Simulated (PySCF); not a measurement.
Vertical excitations of a molecule C2H9ClSi3 from TDA-PBE0/def2-SVPD (PySCF 2.14.0), as energy in eV (oscillator strength): 6.01 (0.112), 6.25 (0.054), 6.31 (0.001), 6.39 (0.012), 6.53 (0.241), 6.72 (0.069). Lowest triplet (TDA): 3.87 eV. The structure is a stationary point at B3LYP-D3(BJ)/def2-SVP. Other conformers were not sampled.

**Question.** Which molecule gave these data?
A) [SiH3][Si@]1(Cl)CC[SiH2]1
B) C[Si@@H]1C[SiH2][Si@@H]1Cl
C) C=C(Cl)[SiH2][SiH2][SiH3]
D) C[C@H]1[SiH2][Si@H](Cl)[SiH2]1

**Answer.** C, C=C(Cl)[SiH2][SiH2][SiH3]
